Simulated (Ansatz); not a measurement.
# Worked example: CH2BrCl + C2H3F2I → CH2BrI + C2H3ClF2

Species: CH2BrCl (bromochloromethane) `ClCBr`, singlet; C2H3F2I `FCC(F)I`, singlet; CH2BrI (bromoiodomethane) `BrCI`, singlet; C2H3ClF2 `FCC(F)Cl`, singlet. The partners trade Cl for I; both sit on C, so the bond types are kept.

Shapes, held fixed at every level: PBE0-D4/def2-TZVP. Flexible molecules stand in one conformer, not always the lowest. Programs: Ansatz 0.2.0. The zero-point and thermal change to 298 K, harmonic and unscaled (PBE0-D4/def2-TZVP), is -0.2 kJ/mol.

At CCSD(T)/def2-TZVPP; 1 Eh = 2625.50 kJ/mol:

| species | energy (Eh) |
| --- | --- |
| CH2BrCl | -3071.663206 |
| C2H3F2I | -574.479419 |
| CH2BrI | -2909.076229 |
| C2H3ClF2 | -737.070635 |

Question: Work out ΔH(298 K) of the reaction at this level.

Answer: 
1. Products less reactants: (-2909.076229) + (-737.070635) − [(-3071.663206) + (-574.479419)] = -0.004239 Eh = -11.1 kJ/mol.
2. With the thermal change: -11.1 + (-0.2) = -11.3 kJ/mol.

Other levels give -18.7 (MP2/def2-SVP) to -8.9 kJ/mol (PBE0-D4/def2-TZVPP). No measured value is set beside it here. For atoms past krypton def2 sets carry core potentials with scalar relativity. Relativity is left out for Br. Outer-core shells of Br, I are correlated in most correlated rows, in sets that cover them unevenly.
